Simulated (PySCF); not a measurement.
C₈H₁₃P.
Numbering: `[CH3:1][CH2:2][c:3]1[cH:4][pH:5][c:6]([CH2:7][CH3:8])[cH:9]1`

Cartesian coordinates in Å at the GFN2-xTB level; atoms count from 1:
```xyz
22
C8H13P angstrom
C     -3.1291   -0.4461   -0.6937
C     -2.6178    0.6016    0.2970
C     -1.1741    0.3708    0.6159
C     -0.7045   -0.1769    1.7558
P      1.0964   -0.2199    1.7884
C      1.1152    0.3563    0.0597
C      2.3758    0.5685   -0.7150
C      3.4022   -0.5276   -0.4509
C     -0.1335    0.6645   -0.3420
H     -2.5535   -0.4139   -1.6160
H     -4.1750   -0.2653   -0.9310
H     -3.0368   -1.4428   -0.2676
H     -3.2096    0.5543    1.2133
H     -2.7382    1.5974   -0.1376
H     -1.3079   -0.4581    2.6025
H      1.2304   -1.5769    1.4861
H      2.1396    0.6164   -1.7814
H      2.8074    1.5337   -0.4299
H      3.6450   -0.5593    0.6109
H      3.0058   -1.4976   -0.7448
H      4.3164   -0.3426   -1.0103
H     -0.3646    1.0830   -1.3101
```

Definitions: NICS(0) = −σiso at the ring centroid; NICS(1) = −σiso and NICS(1)zz = −σzz at ±1 Å along the ring normal z. Level: GIAO PBE0/pcSseg-1 (PySCF, non-relativistic, gas phase) on the GFN2-xTB geometry, one conformer.

Ring bond lengths (Å), with Mayer bond orders in brackets: C3–C4 1.349 (1.72), C4–P5 1.802 (1.00), P5–C6 1.822 (0.96), C6–C9 1.348 (1.72), C9–C3 1.445 (1.10).

**Question.** Give the NICS values of each ring in ppm.

**Answer.** 
```tsv
ring	type	NICS(0)	NICS(1), two faces	NICS(1)zz, two faces	rms pucker (Å)	centre to ring atoms, mean (Å)
C3–C4–P5–C6–C9	5-membered ring with P; bonds drawn aromatic by RDKit's count	-3.8	-5.7 / -5.7	-10.7 / -10.0	0.04	1.31
```

**Question.** What do they say, and how far can they be read as aromaticity?

**Answer.** 
- C3–C4–P5–C6–C9: mean NICS(1)zz -10.4 ppm, shielded. A hydrogen on P5, outside the ring, lies 1.85 Å from a NICS(1) probe.

**Question.** How equal are the bonds by HOMA? HOMA = 1 − mean of α(R − Ropt)² over the ring bonds, with Krygowski's 1993 parameters (CC: Ropt 1.388 Å, α 257.7 Å⁻²; CP: Ropt 1.698 Å, α 118.91 Å⁻²).

**Answer.** 
- C3–C4–P5–C6–C9: HOMA 0.05; the largest term is that of P5–C6, α(R − Ropt)² = 1.84.

**Question.** Give the inner angles of the rings and the Hirshfeld charges of the ring atoms.

**Answer.** 
- C3–C4–P5–C6–C9: C3 113.1° (+0.002 e), C4 111.9° (-0.127 e), P5 89.2° (+0.117 e), C6 110.2° (-0.041 e), C9 115.0° (-0.068 e); sum 539.4° against 540° for a flat convex ring.
